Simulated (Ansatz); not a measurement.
`C=C[SiH](F)Br` and `B[SiH](F)Br` differ in one atom or group.

Ansatz, PBE0-D4/def2-TZVP geometries, multiplicity 1. Each molecule was computed in one conformer, which needn't be the lowest. `B[SiH](F)Br` holds a close contact that its SMILES doesn't draw: Br···B 2.66 Å.

Scalar relativity is left out up to krypton. Spin–orbit coupling is left out; it splits and shifts lone-pair levels of the heavy atoms by tenths of an eV.

```json
{"property": "HOMO energy (PBE0/def2-TZVPP) / eV", "`C=C[SiH](F)Br`": "-8.41"}
{"property": "HOMO–LUMO gap (B3LYP/def2-TZVPP) / eV", "`C=C[SiH](F)Br`": "6.80"}
{"property": "HOMO energy (B3LYP/def2-TZVPP) / eV", "`C=C[SiH](F)Br`": "-8.15"}
{"property": "HOMO–LUMO gap (ωB97M-V/def2-TZVPP) / eV", "`C=C[SiH](F)Br`": "11.57"}
{"property": "LUMO energy (PBE0/def2-TZVPP) / eV", "`C=C[SiH](F)Br`": "-1.15"}
{"property": "size of the dipole moment (PBE/def2-TZVPP) / D", "`C=C[SiH](F)Br`": "2.25"}
```

Task: What does the change do to each property? (An estimate is asked.)

Result: The calculation gave: 
```
                                      property  `B[SiH](F)Br`  shift
            HOMO energy (PBE0/def2-TZVPP) / eV          -8.28   0.13
         HOMO–LUMO gap (B3LYP/def2-TZVPP) / eV           5.89  -0.91
           HOMO energy (B3LYP/def2-TZVPP) / eV          -8.08   0.07
       HOMO–LUMO gap (ωB97M-V/def2-TZVPP) / eV          10.28  -1.29
            LUMO energy (PBE0/def2-TZVPP) / eV          -2.01  -0.86
size of the dipole moment (PBE/def2-TZVPP) / D           1.04  -1.21
```

With PBE0 the HOMO rises by 0.13 eV and the LUMO falls by 0.86 eV, so the gap narrows by about 0.99 eV. PBE moves the HOMO by 0.10 eV and ωB97M-V by 0.22 eV. The zero-point energy changes by -58.7 kJ/mol with -6 modes. Dipoles are sizes alone; their direction can turn.

B3LYP here is the variant with VWN-RPA as its local correlation; programs differ in this.
